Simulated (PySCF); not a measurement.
Compound: 3,3-dimethylpentan-1-ol, C7H16O.
Atom-mapped SMILES: `[CH3:1][CH2:2][C:3]([CH3:4])([CH3:5])[CH2:6][CH2:7][OH:8]` (hydrogens: H9, H10, H11 on C1; H12, H13 on C2; H14, H15, H16 on C4; H17, H18, H19 on C5; H20, H21 on C6; H22, H23 on C7; H24 on O8)

Cartesian coordinates in Å at the PBE0-D3(BJ)/def2-SVP level; atoms count from 1:
```xyz
24
C7H16O angstrom
C     -1.0141    1.9425    1.0316
C     -1.2812    1.0292   -0.1548
C     -0.9167   -0.4585    0.0274
C     -1.2090   -1.1869   -1.2882
C     -1.7816   -1.0826    1.1260
C      0.5597   -0.6371    0.4240
C      1.6033   -0.0419   -0.5077
O      2.9095   -0.2283   -0.0269
H     -1.3357    2.9711    0.8093
H     -1.5578    1.6195    1.9325
H      0.0557    1.9853    1.2884
H     -0.7477    1.4191   -1.0388
H     -2.3522    1.0790   -0.4190
H     -0.6673   -0.7414   -2.1364
H     -2.2837   -1.1415   -1.5257
H     -0.9257   -2.2499   -1.2261
H     -2.8535   -0.9507    0.9074
H     -1.5787   -0.6354    2.1108
H     -1.5869   -2.1636    1.2094
H      0.7312   -0.2131    1.4274
H      0.7581   -1.7217    0.5208
H      1.4870   -0.4503   -1.5313
H      1.4651    1.0475   -0.5908
H      3.0518   -1.1749    0.0762
```

Level: PBE0/pcSseg-1 in PySCF, non-relativistic, on one gas-phase PBE0-D3(BJ)/def2-SVP geometry that isn't relaxed in the solvent. The solvent is an IEF-PCM continuum (Bondi radii, 1.10 Å for H, scaled by 1.2). Only the electrostatic response of the medium enters.

Gas phase at PBE0/pcSseg-1: HOMO -7.60 eV, LUMO 1.23 eV, dipole 1.67 D.

Problem. What does the continuum do to the energy, the frontier levels and the dipole at PBE0/pcSseg-1 in tetrahydrofuran and acetone?

Solution. 
```json
{"solvent": "tetrahydrofuran", "ε": "7.426", "E(solvent) − E(gas) (kcal/mol)": "-4.03", "polarisation term (kcal/mol)": "-4.37", "distortion of the solute (kcal/mol)": "0.34", "HOMO (eV)": "-7.61", "LUMO (eV)": "1.46", "dipole (D)": "1.97"}
{"solvent": "acetone", "ε": "20.49", "E(solvent) − E(gas) (kcal/mol)": "-4.69", "polarisation term (kcal/mol)": "-5.17", "distortion of the solute (kcal/mol)": "0.48", "HOMO (eV)": "-7.61", "LUMO (eV)": "1.49", "dipole (D)": "2.03"}
```

Polarisation term: ½ Σ q·V over the induced surface charges. Distortion: the rise of the solute's own energy as its density leaves the gas-phase optimum. From tetrahydrofuran to acetone the lowering changes by a factor 1.16, Onsager's factor (ε − 1)/(2ε + 1) by 1.15 and ε itself by 2.8.

Problem. Which radius a makes the point-dipole formula ΔE = −[(ε − 1)/(2ε + 1)]·μ²/a³ give the value in acetone, with the gas-phase dipole?

Solution. μ = 0.656 au and |ΔE| = 0.00747 Eh give a = 1.58 Å; the farthest nucleus lies 3.62 Å from the centroid of the nuclei, so such a sphere wouldn't even hold the nuclei. The formula assumes a rigid point dipole at the centre of a sphere.

Problem. Which Hirshfeld charges (PBE0/pcSseg-1) respond most in acetone (means over atoms taken as equivalent)?

Solution. 
| atoms | environment | gas (e) | solvent (e) | change |
| --- | --- | --- | --- | --- |
| O8 | alcohol oxygen | -0.233 | -0.255 | -0.022 |
| H24 | hydroxyl hydrogen | +0.161 | +0.173 | +0.012 |
| H20/H21 | methylene hydrogen | +0.031 | +0.033 | +0.002 |
| C1 | methyl carbon | -0.115 | -0.117 | -0.002 |
| H22/H23 | methylene hydrogen | +0.034 | +0.036 | +0.002 |
| C3 | quaternary sp3 carbon | +0.027 | +0.029 | +0.002 |

Problem. Which Mayer bond orders change most in acetone?

Solution. 
| bond | length (Å) | gas | solvent | change |
| --- | --- | --- | --- | --- |
| C7–O8 | 1.404 | 0.932 | 0.920 | -0.012 |
| O8–H24 | 0.963 | 0.956 | 0.946 | -0.010 |
| C6–C7 | 1.520 | 1.032 | 1.037 | +0.005 |
| C3–C6 | 1.539 | 0.970 | 0.973 | +0.003 |
| C6–H21 | 1.107 | 0.945 | 0.943 | -0.002 |
| C1–C2 | 1.521 | 1.061 | 1.062 | +0.001 |
| C3–C4 | 1.532 | 1.021 | 1.022 | +0.001 |
| C2–C3 | 1.543 | 0.984 | 0.985 | +0.001 |

Problem. How do the nuclear quadrupole coupling constants eQVzz/h respond in acetone?

Solution. 
```tsv
nucleus	Q (barn)	gas (MHz)	solvent (MHz)	η gas	η solvent
17O at O8	-0.0256	11.97	11.53	0.90	0.91
```
